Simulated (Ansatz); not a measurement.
Molecular dynamics of AlCl2H3S

input.yaml

```yaml
crystal:
  periodic: [false, false, false]
  atoms:
    - { symbol: Al, position_ang: [0.175993, -0.441963, -0.109606] }
    - { symbol: Cl, position_ang: [0.169119, 0.011279, 2.255567] }
    - { symbol: Cl, position_ang: [1.950465, 0.384324, -0.864808] }
    - { symbol: H, position_ang: [-1.238578, -0.077681, -0.652039] }
    - { symbol: S, position_ang: [0.489129, -2.615159, 0.583272] }
    - { symbol: H, position_ang: [-0.80855, -2.942541, 0.604864] }
    - { symbol: H, position_ang: [0.366022, -1.390558, 1.95065] }
basis:
  gaussian: { orbitals: "6-31G*" }
hamiltonian:
  xc: { name: BHLYP }
  dispersion: d4
md:
  timestep: 0.5
  n_steps: 200
  ensemble: nve
  temperature: 100.0
  initial_velocities: maxwell_boltzmann
  seed: 3554
```

Run as:

```bash
$ ansatz run input.yaml --threads 2 --pin off --max-ram 3072MiB --backend cpu --events-out ev --progress --plain --runs-dir out
```

It starts at the highest image of a converged band, a first-order saddle point between two minima.

Output, in part (step lines, the closing report, with atoms numbered from 0):

```
md step     0: t =     0.00 fs  T =   100.0 K  F+E_penalty+E_count = -42527.77004078 eV  E_kin = 0.064630 eV  conserved = -42527.70541078 eV  (24 SCF iters)
md step     1: t =     0.50 fs  T =    98.9 K  F+E_penalty+E_count = -42527.76931172 eV  E_kin = 0.063909 eV  conserved = -42527.70540269 eV  (24 SCF iters)
md step     2: t =     1.00 fs  T =    96.0 K  F+E_penalty+E_count = -42527.76744832 eV  E_kin = 0.062076 eV  conserved = -42527.70537267 eV  (24 SCF iters)
md step     3: t =     1.50 fs  T =    92.2 K  F+E_penalty+E_count = -42527.76493573 eV  E_kin = 0.059608 eV  conserved = -42527.70532823 eV  (24 SCF iters)
md step     4: t =     2.00 fs  T =    88.5 K  F+E_penalty+E_count = -42527.76247932 eV  E_kin = 0.057197 eV  conserved = -42527.70528216 eV  (23 SCF iters)
md step     5: t =     2.50 fs  T =    86.0 K  F+E_penalty+E_count = -42527.76080188 eV  E_kin = 0.055552 eV  conserved = -42527.70524942 eV  (23 SCF iters)
md step     6: t =     3.00 fs  T =    85.4 K  F+E_penalty+E_count = -42527.76041627 eV  E_kin = 0.055175 eV  conserved = -42527.70524083 eV  (23 SCF iters)
md step     7: t =     3.50 fs  T =    87.0 K  F+E_penalty+E_count = -42527.76145909 eV  E_kin = 0.056200 eV  conserved = -42527.70525896 eV  (23 SCF iters)
[... lines left out ...]
Total energy: -42527.87415626 eV, -1562.8705488141 hartree
Atom 0 at     0.242522    -0.723110    -0.321783 Å, force    -0.042948     0.049743     0.075334 eV/Å
Atom 1 at     0.087282     0.413653     2.714950 Å, force     0.021737    -0.117569    -0.194293 eV/Å
Atom 2 at     1.950918     0.385793    -0.875865 Å, force    -0.142084    -0.254197     0.084415 eV/Å
Atom 3 at    -1.161620    -0.053027    -0.502268 Å, force     0.050114    -0.103083     0.027456 eV/Å
Atom 4 at     0.506931    -2.847054     0.220965 Å, force     0.593203     0.435345    -0.136287 eV/Å
Atom 5 at    -0.708419    -3.037510     0.703079 Å, force    -0.516892    -0.001212     0.078196 eV/Å
Atom 6 at     0.704063    -0.621716     3.138443 Å, force     0.036870    -0.009026     0.065179 eV/Å
Dipole moment:    -0.336625    -0.180114     0.397217 e Å
```

The steps, from the saved trajectory:

```tsv
time (fs)	T (K)	potential energy less start (eV)	conserved less start (meV/atom)
0	100	0.000	0.00
3	85	0.010	0.02
6	102	-0.001	0.00
9	96	0.003	0.02
12	121	-0.014	0.00
15	134	-0.022	0.02
18	171	-0.046	0.00
21	188	-0.057	0.02
24	231	-0.085	0.00
27	244	-0.093	0.02
30	274	-0.113	0.00
33	278	-0.115	0.02
36	299	-0.129	0.00
39	298	-0.128	0.02
42	314	-0.138	0.00
45	315	-0.139	0.02
48	334	-0.151	0.00
51	333	-0.150	0.02
54	348	-0.160	0.00
57	341	-0.156	0.02
60	355	-0.165	0.00
63	343	-0.157	0.02
66	360	-0.168	0.00
69	347	-0.159	0.02
72	368	-0.174	-0.01
75	352	-0.163	0.02
78	363	-0.170	-0.01
81	334	-0.151	0.02
84	335	-0.152	0.00
87	301	-0.130	0.02
90	295	-0.126	0.00
93	267	-0.108	0.02
96	270	-0.110	0.00
99	255	-0.100	0.02
```

The run went to its last step. The conserved energy stayed within 0.026 meV per atom of its start (net change 0.0047 meV per atom), so the integration is sound. The kinetic energy rose, since the run started high on the potential surface and went downhill. It ends in pieces (AlClH2S + ClH), so much of that is their flight and rotation, not heat. A run of 0.1 ps of so small a system gives no equilibrium averages. The orbitals stay closed-shell, which can raise the energy where a bond breaks towards radicals; this wasn't checked here.

Between its relaxed ends the band would form Cl2–H7 and break S5–H7. These pairs go: Cl2–H7 1.45 → 1.28 Å, S5–H7 1.84 → 3.67 Å. In the last frame they stand as after the step (other bonds may differ from the relaxed reactants and products). Also parted: Al1–Cl2 2.41 → 3.25 Å. It ends as AlClH2S + ClH. Pairs count as bonded within 1.25 times the sum of covalent radii (0.12 Å more for H–H).

Last frame:

```xyz
7
Properties=species:S:1:pos:R:3
Al 0.242 -0.723 -0.322
Cl 0.087 0.414 2.715
Cl 1.951 0.386 -0.876
H -1.162 -0.053 -0.502
S 0.507 -2.847 0.221
H -0.708 -3.038 0.703
H 0.704 -0.622 3.138
```

Run time: 7.3 min on 2 threads of Arm Neoverse V2 (shared host), peak memory 0.17 GiB.
